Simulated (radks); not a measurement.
Values are calculated unless marked as measured or tabulated.
Orbital eigenvalues (eV) of neutral nitrogen, [He] 2s2 2p3, at several levels of relativity; Dirac values are averaged over j with weights 2j + 1. Spin-unpolarised spherical Kohn-Sham, PBEsol, point nucleus unless stated (finite: rms radius 2.5582 fm), a radial shooting solver on a logarithmic mesh with Libxc functionals. A level marked "c x" has the speed of light scaled by that factor and shares open shells by 2j + 1; other Dirac levels either fill j = l - 1/2 first or share by 2j + 1.

| shell | non-rel. | Dirac, low j first | Dirac, 2j+1 shares, finite nucleus | Dirac, c x 100 | change of magnitude, last against first (%) |
|---|---|---|---|---|---|
| 1s | -382.85 | -383.06 | -383.08 | -382.85 | 0.00 |
| 2s | -18.431 | -18.451 | -18.455 | -18.431 | 0.00 |
| 2p | -7.0410 | -7.0314 | -7.0359 | -7.0410 | 0.00 |
